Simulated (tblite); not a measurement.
C₄H₇FO₂Si₂.
Numbering: `[CH3:1][C:2]1=[C:3]([F:4])[SiH2:5][Si@H:6]1[O:7][CH:8]=[O:9]` (hydrogens: H10, H11, H12 on C1; H13, H14 on Si5; H15 on Si6; H16 on C8)

Computed with GFN2-xTB (tblite), gas phase: L-BFGS steps from a force-field or distance-geometry start until the largest atomic force falls under 0.01 eV/Å.

Step 77: E = -773.9439 eV
```
atom  x, y, z in Å  |  force x, y, z in eV/Å
C1     -1.5874   -1.6998    0.2979    0.005   0.004   0.004
C2     -0.9304   -0.4178   -0.0936    0.001   0.008   0.033
C3     -1.3148    0.8134    0.2838   -0.011   0.048  -0.002
F4     -2.3792    1.0434    1.0883    0.005   0.007  -0.026
Si5    -0.1076    2.0843   -0.4862    0.017  -0.003   0.022
Si6     0.6113   -0.0360   -1.1548   -0.004   0.017  -0.002
O7      1.9885   -0.6861   -0.4163    0.029   0.019   0.027
C8      2.6154   -0.1701    0.6024   -0.017   0.045   0.005
O9      2.3881    0.8933    1.1060   -0.025  -0.096  -0.057
H10    -2.6498   -1.6732    0.0544    0.005  -0.002  -0.010
H11    -1.1283   -2.5472   -0.2040    0.004   0.002  -0.029
H12    -1.5051   -1.8492    1.3752    0.005   0.003   0.009
H13     0.5422    2.9616    0.4849    0.007  -0.019  -0.002
H14    -0.7510    2.9229   -1.5100   -0.024  -0.034   0.014
H15     0.7807   -0.7885   -2.3946    0.001  -0.018   0.014
H16     3.4200   -0.8420    0.9554    0.003   0.018   0.000
```

Step 78: E = -773.9444 eV
```
atom  x, y, z in Å  |  force x, y, z in eV/Å
C1     -1.5846   -1.6989    0.2990    0.010  -0.003   0.005
C2     -0.9280   -0.4176   -0.0946   -0.003   0.015   0.047
C3     -1.3113    0.8131    0.2851   -0.018   0.070  -0.020
F4     -2.3769    1.0452    1.0877    0.017  -0.005  -0.023
Si5    -0.1063    2.0850   -0.4871    0.021   0.004   0.019
Si6     0.6116   -0.0361   -1.1595   -0.008   0.030   0.018
O7      1.9908   -0.6848   -0.4220    0.023   0.009   0.019
C8      2.6081   -0.1723    0.6039   -0.010   0.049  -0.006
O9      2.3682    0.8851    1.1143   -0.020  -0.091  -0.044
H10    -2.6477   -1.6719    0.0589    0.006  -0.005  -0.008
H11    -1.1263   -2.5462   -0.2028    0.003  -0.011  -0.046
H12    -1.4979   -1.8499    1.3757   -0.001   0.014   0.017
H13     0.5463    2.9625    0.4834   -0.001  -0.029  -0.014
H14    -0.7511    2.9253   -1.5103   -0.017  -0.045   0.026
H15     0.7792   -0.7906   -2.3978    0.003  -0.022   0.009
H16     3.4184   -0.8389    0.9548   -0.006   0.020   0.000
```

Question: Estimate the geometry and energy of step 79. (The exact step hangs on the optimiser's Hessian estimate; all steps are aligned on step 78, rigid shifts and turns removed.)

Answer: E = -773.9453 eV, largest force 0.089 eV/Å
```
atom  x, y, z in Å  |  force x, y, z in eV/Å
C1     -1.5801   -1.6980    0.3008    0.016  -0.009   0.004
C2     -0.9253   -0.4166   -0.0954   -0.001   0.021   0.055
C3     -1.3069    0.8140    0.2864   -0.023   0.075  -0.043
F4     -2.3736    1.0482    1.0869    0.024  -0.012  -0.013
Si5    -0.1041    2.0859   -0.4885    0.026   0.011   0.007
Si6     0.6113   -0.0361   -1.1660   -0.008   0.035   0.042
O7      1.9943   -0.6822   -0.4304    0.011  -0.002   0.006
C8      2.5970   -0.1751    0.6066   -0.002   0.054  -0.024
O9      2.3365    0.8720    1.1281   -0.011  -0.083  -0.024
H10    -2.6443   -1.6715    0.0654    0.010  -0.007  -0.003
H11    -1.1227   -2.5443   -0.2030   -0.001  -0.019  -0.058
H12    -1.4866   -1.8511    1.3766   -0.010   0.023   0.018
H13     0.5545    2.9621    0.4796   -0.007  -0.033  -0.019
H14    -0.7501    2.9297   -1.5098   -0.010  -0.058   0.039
H15     0.7755   -0.7956   -2.4015    0.005  -0.021   0.009
H16     3.4170   -0.8325    0.9528   -0.019   0.024   0.003
```

The energy changes by -0.0008 eV. The first-order estimate −F·Δx gives -0.0011 eV and the mean of the old and new forces, exact on a quadratic surface, -0.0008 eV. The step makes an angle of 83° with the force vector and moves no atom by more than 0.037 Å.

What follows is the cost of the whole relaxation. On an Arm Neoverse N1 with one thread, shared host, this took 2.3 s.
